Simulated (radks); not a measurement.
Results of a calculation; reference values are marked as such.
The nuclear charge of neutral calcium is varied continuously with 20 electrons held in [Ar] 4s2. Level of theory: non-relativistic Kohn-Sham, PBE, spin-polarised, spherical densities, point nucleus (a radial shooting solver on a logarithmic mesh with Libxc functionals). By the Hellmann-Feynman theorem dE/dZ = E(electron-nucleus)/Z, the electronic potential at the nucleus.

Z     E (hartree)  E(electron-nucleus)/Z (hartree)  HOMO  e(HOMO) (eV)  <r> HOMO (bohr)
19.8   -661.41495                         -79.1590    4s        -2.568            4.309
19.9   -669.35638                         -79.6694    4s        -3.146            4.165
20     -677.34882                         -80.1793    4s        -3.753            4.036
20.1   -685.39223                         -80.6887    4s        -4.389            3.918
20.2   -693.48655                         -81.1977    4s        -5.053            3.809
20.3   -701.63175                         -81.7063    4s        -5.743            3.709
20.4   -709.82780                         -82.2146    4s        -6.459            3.617
20.5   -718.07465                         -82.7225    4s        -7.199            3.531
20.6   -726.37229                         -83.2301    4s        -7.964            3.450
20.7   -734.72067                         -83.7375    4s        -8.754            3.375
20.8   -743.11978                         -84.2446    4s        -9.566            3.303
20.9   -751.56958                         -84.7515    4s       -10.402            3.236
21     -760.07007                         -85.2582    4s       -11.260            3.173

The central difference of E at Z = 20 is -80.179 hartree, to compare with the third column; the second derivative is -5.1 hartree.
